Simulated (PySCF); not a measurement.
## UHF on S³⁺ (sulfur, charge +3)

Configuration: [Ne] 3s2 3p1, 2P determinant. Calculation: PySCF 2.14, in aug-cc-pV(T+d)Z with one added diffuse shell each of s, p, d, f type (7s6p5d3f, 71 functions); the non-relativistic Hamiltonian (point nucleus).

```json
{
 "Total energy": "-395.080143 hartree",
 "One-electron energy": "-526.6395 hartree",
 "Hartree (Coulomb) energy": "155.5480 hartree",
 "Exchange energy": "-23.9886 hartree",
 "Kinetic energy": "394.93048 hartree",
 "⟨S²⟩": "0.7618",
 "⟨L²⟩": "2.036",
 "Sum of ⟨r⟩": "8.538 bohr",
 "Sum of ⟨r²⟩": "10.64 bohr²",
 "Traceless quadrupole moment −½Σ⟨3z² − r²⟩ along its main axis": "-1.33 e·bohr²",
 "Density at the nucleus (Gaussians lack the cusp)": "2640 bohr⁻³",
 "Spin density at the nucleus": "0.0992 bohr⁻³",
 "Langevin diamagnetic susceptibility": "-8.43 ×10⁻⁶ cm³/mol"
}
```

| shell | electrons | mean orbital energy (hartree) | spread (hartree) | rms radius, mean of both spins (bohr) |
| --- | --- | --- | --- | --- |
| 1s α | 1 | -93.60607 | 0 | 0.113 |
| 1s β | 1 | -93.59259 | 0 | 0.113 |
| 2s α | 1 | -10.54802 | 0 | 0.516 |
| 2s β | 1 | -10.53434 | 0 | 0.516 |
| 2p α | 3 | -8.22545 | 0.02391 | 0.490 |
| 2p β | 3 | -8.20094 | 0.03053 | 0.490 |
| 3s α | 1 | -2.18010 | 0 | 1.64 |
| 3s β | 1 | -2.05181 | 0 | 1.64 |
| 3p α | 1 | -1.72866 | 0 | 1.80 |

Spin-orbit constants ζ (cm⁻¹) from the X2C one-electron operator on these orbitals (non-relativistic here): bare nucleus, nucleus screened by l(l+1)(2l+1)/3 electrons, and screened by the Breit-Pauli mean field of the electrons.

```
shell   bare  screened nucleus  mean field
   2p   7409              6483        6061
   3p  705.1             617.0       570.8
```

To first order the Landé constant is A = 570.8 cm⁻¹, so the lowest level has J = 1/2 and lies 0.0708 eV below the centre of the term.
